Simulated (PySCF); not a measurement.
# Fractional electron number in Fe⁺ (iron, charge +1)

The 4s alpha orbital of [Ar] 3d6 4s1 is emptied in steps (occupation f), with all orbitals relaxed, ending at [Ar] 3d6. All numbers are calculated (PySCF 2.14, the non-relativistic Hamiltonian (point nucleus), in aug-pcseg-2 (7s5p4d3f2g, 81 functions)). The exact energy is a straight line in f; departures are measured from the line between the end points of the same method.

```tsv
f	UHF (eV)
1	0.000
0.9	0.010
0.7	0.023
0.5	0.027
0.3	0.022
0.1	0.009
0	0.000
```

```csv
method,E(f=0) − E(f=1) (eV),−ε at f=1 (eV),−ε at f=0.5 (eV)
UHF,15.137,15.250,15.135
```

Orbital energy along the path (eV):

```json
{"f": "1", "UHF": "-15.250"}
{"f": "0.9", "UHF": "-15.226"}
{"f": "0.7", "UHF": "-15.179"}
{"f": "0.5", "UHF": "-15.135"}
{"f": "0.3", "UHF": "-15.093"}
{"f": "0.1", "UHF": "-15.054"}
{"f": "0", "UHF": "-15.035"}
```

Reference removal energy between the ground levels: 16.199 eV (measured; NIST Atomic Spectra Database, ionization energies). The calculation has no spin-orbit coupling. UHF lacks correlation.
